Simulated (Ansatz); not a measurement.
The inner images of a band of ClGeH3 + FH + H2O (10 atoms, charge 0, multiplicity 1) are given out of order.

Computed with RKS PBE0/def2-SVP in Ansatz.

Initial state:

```xyz
10
Properties=species:S:1:pos:R:3
Ge -1.045 0.412 -1.092
Cl 0.109 -1.473 -1.169
H -2.148 0.142 -2.133
H -1.637 0.536 0.308
H -0.131 1.542 -1.556
H 0.913 0.229 1.494
O 1.007 0.999 0.911
H 0.445 -1.704 0.898
F 0.604 -1.562 1.813
H 1.882 0.879 0.526
```

Final state:

```xyz
10
Properties=species:S:1:pos:R:3
Ge -0.749 0.997 -0.735
Cl -0.193 -2.629 -0.380
H -0.511 0.304 -2.081
H -1.820 0.337 0.130
H -0.994 2.505 -0.917
H 0.842 -0.231 1.329
O 0.766 0.843 0.267
H 0.262 -2.057 0.716
F 0.813 -1.009 1.906
H 1.583 0.942 -0.235
```

Problem. Put them in order from the first end to the last, with their energies above the first end.
A.
```xyz
10
Properties=species:S:1:pos:R:3
Ge -0.920 0.549 -0.927
Cl -0.571 -1.716 -0.496
H -1.356 0.150 -2.351
H -2.053 0.774 0.075
H -0.182 1.896 -1.176
H 1.154 -0.143 1.033
O 0.807 0.607 0.500
H 0.509 -1.848 1.127
F 1.162 -1.589 1.775
H 1.450 1.320 0.440
```
B.
```xyz
10
Properties=species:S:1:pos:R:3
Ge -0.774 0.707 -0.806
Cl -0.763 -1.996 -0.158
H -0.768 0.059 -2.183
H -1.972 0.633 0.133
H -0.439 2.221 -1.000
H 1.066 -0.308 0.823
O 0.908 0.482 0.109
H 0.346 -1.786 1.040
F 1.102 -1.326 1.632
H 1.294 1.315 0.409
```
C.
```xyz
10
Properties=species:S:1:pos:R:3
Ge -1.061 0.480 -1.090
Cl -0.327 -1.596 -0.843
H -1.909 0.256 -2.356
H -1.929 0.809 0.121
H 0.033 1.491 -1.430
H 1.066 0.044 1.373
O 0.799 0.855 0.909
H 0.600 -1.831 1.023
F 1.121 -1.688 1.792
H 1.607 1.180 0.501
```
D.
```xyz
10
Properties=species:S:1:pos:R:3
Ge -0.714 0.898 -0.823
Cl -0.701 -2.393 -0.114
H -0.621 0.091 -2.117
H -1.908 0.550 0.067
H -0.649 2.413 -1.097
H 1.118 -0.436 1.088
O 0.828 0.633 0.126
H 0.179 -2.024 0.808
F 1.217 -1.196 1.695
H 1.250 1.465 0.366
```
E.
```xyz
10
Properties=species:S:1:pos:R:3
Ge -0.734 0.978 -0.774
Cl -0.533 -2.645 -0.235
H -0.432 0.213 -2.067
H -1.879 0.395 0.048
H -0.911 2.483 -1.047
H 0.984 -0.327 1.247
O 0.703 0.855 0.339
H 0.217 -2.128 0.715
F 1.100 -1.147 1.746
H 1.485 1.324 0.028
```

Solution. C (+6.6 kJ/mol), A (+55.6 kJ/mol), B (+65.4 kJ/mol), D (+28.2 kJ/mol), E (+24.2 kJ/mol).

Run time: 6.7 min on 2 threads of Arm Neoverse V2 (shared host), peak memory 0.26 GiB.
